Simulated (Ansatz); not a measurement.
C5H8O3, singlet, geometry from GFN2-xTB. Base run: B3LYP/STO-3G in Ansatz (a program for electronic structure).

Here is a job for Ansatz.
Ansatz 0.2 input:
```yaml
crystal:
  periodic: [false, false, false]
  atoms:
    - {symbol: C, position_ang: [3.34909298, 0.56643792, 0.20627091]}
    - {symbol: C, position_ang: [2.21708328, 0.67902214, -0.47299770]}
    - {symbol: C, position_ang: [1.01064038, -0.07733769, -0.07687092]}
    - {symbol: O, position_ang: [0.93298789, -0.83883177, 0.85301494]}
    - {symbol: O, position_ang: [-0.00961259, 0.19110087, -0.91212379]}
    - {symbol: C, position_ang: [-1.24286505, -0.46681644, -0.65783660]}
    - {symbol: C, position_ang: [-2.03366227, 0.23952227, 0.45429510]}
    - {symbol: O, position_ang: [-3.33446312, -0.26707915, 0.58044038]}
    - {symbol: H, position_ang: [4.23990360, 1.10679499, -0.06386435]}
    - {symbol: H, position_ang: [3.40222010, -0.08490155, 1.06367143]}
    - {symbol: H, position_ang: [2.10560844, 1.31443041, -1.33819778]}
    - {symbol: H, position_ang: [-1.79368270, -0.42908754, -1.60232093]}
    - {symbol: H, position_ang: [-1.05792275, -1.50820318, -0.37478674]}
    - {symbol: H, position_ang: [-1.54665864, 0.06629711, 1.41618894]}
    - {symbol: H, position_ang: [-2.04391301, 1.32057770, 0.25035222]}
    - {symbol: H, position_ang: [-3.81858835, -0.11239662, -0.23885974]}
basis:
  gaussian:
    orbitals: STO-3G
hamiltonian:
  xc: b3lyp
```

Variants of this job, named by their change:

```csv
change,ΔE vs base (µEh)
base,0.0
nuclear_model = gaussian,35.6
fitting.mean_field = def2-universal-JKFIT,-2381
lower_state_search = off,0.0
"final_grid = 10, 20, 41",0.2
accuracy = high,-1.8
"point_charge = charge:0.5 position_ang:-2.1697, -4.8693, 4.8637",-2554
"point_charge = charge:-1.0 position_ang:2.1667, 6.8715, 1.7915",-812
"final_grid = 6, 12, 29",-2.5
fitting.mean_field = cc-pVTZ-JKFIT,-360
"final_grid = 4, 8, 17",-69.9
```
